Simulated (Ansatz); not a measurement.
`NB1[SiH2]B1F` + H₂ → `FB1B[SiH2]1` + NH₃  (hydrogenolysis of a B–N bond)

Calculated with Ansatz (gas phase, PBE0-D4/def2-TZVP geometries, no zero-point term in ΔE). CCSD(T)/CBS is the MP2 limit (def2-TZVPP, def2-QZVPP) plus CCSD(T) − MP2 in def2-TZVPP, frozen cores. This one scheme is used for every species. Functionals use def2-TZVPP. One conformer a species, not always the lowest.

```json
{"species": "`NB1[SiH2]B1F`", "r2SCAN0 energy (Eh)": "-496.12873"}
{"species": "H₂", "r2SCAN0 energy (Eh)": "-1.17054"}
{"species": "`FB1B[SiH2]1`", "r2SCAN0 energy (Eh)": "-440.75122"}
{"species": "NH₃", "r2SCAN0 energy (Eh)": "-56.54138"}
```

Work out ΔE.

ΔE = (-440.75122) + (-56.54138) − (-496.12873) − (-1.17054) = 0.00667 Eh = +0.18 eV. CCSD(T)/CBS gives +0.13 eV.

What do rigid-rotor, harmonic-oscillator terms from PBE0-D4/def2-TZVP frequencies (298.15 K, 1 bar) make of the CCSD(T)/CBS value? (Best estimate.)

The calculation gave: ΔZPE = +0.15 eV, ΔH = +0.26 eV, ΔS = 34 J/(mol·K), ΔG = +0.15 eV.

Largest T1 diagnostic among the species: 0.016.

The D4 term adds +0.04 eV with B3LYP and +0.02 eV with PBE0; it sums over pairs of atoms, weighted by their polarisabilities, and B3LYP, whose exchange is more repulsive, gets the larger term. Leaving LDA and LC-ωPBE aside and taking each functional with its dispersion term where it has one, the values, not all of them listed here, spread over 0.12 eV, from B2PLYP to PBE-D4. LDA lies +0.11 eV from PBE without D4.

B3LYP here is the variant with VWN-RPA as its local correlation; programs differ in this.
